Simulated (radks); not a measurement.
Valence configurations of As IV (all share [Ar]). Method: Dirac Kohn-Sham, LDA (Slater exchange, Perdew-Wang correlation), spin-unpolarised, spherical densities, finite nucleus; open shells fill j = l - 1/2 first; Fermi nuclear charge, rms radius 4.0968 fm; computed with a radial shooting solver on a logarithmic mesh with Libxc functionals. Energies are relative to 3d10 4s2; eigenvalues in eV.

| valence | E (eV) | e(3d3/2) | e(3d5/2) | e(4p1/2) | e(4p3/2) | e(4s1/2) |
|---|---|---|---|---|---|---|
| 3d10 4s2 | 0.000 | -75.704 | -74.967 | - | - | -44.855 |
| 3d10 4s1.5 4p0.5 | 5.650 | -76.424 | -75.686 | -33.951 | - | -45.272 |
| 3d8 4s2 4p2 | 101.01 | -100.12 | -99.289 | -39.224 | - | -51.867 |
| 3d9 4s2 4p1 | 45.830 | -87.653 | -86.872 | -36.479 | - | -48.447 |
| 3d6 4s2 4p4 | 243.35 | -126.75 | -125.83 | -44.602 | -43.828 | -58.505 |
| 3d9 4s1 4p2 | 57.844 | -88.989 | -88.207 | -37.128 | - | -49.187 |
| 3d10 4s1 4p1 | 11.321 | -77.135 | -76.397 | -34.314 | - | -45.679 |
| 3d9 4s0.5 4p2.5 | 64.169 | -89.716 | -88.933 | -37.477 | -36.907 | -49.587 |
| 3d10 4p2 | 22.732 | -78.532 | -77.793 | -35.009 | - | - |
| 3d7 4s0.5 4p4.5 | 187.94 | -115.15 | -114.27 | -42.858 | -42.143 | -56.279 |

NIST lists [Ar] 3d10 4s2 as the ground configuration; this level of theory agrees among the configurations tried. The energies are those of spherical spin-averaged densities, not of single terms.
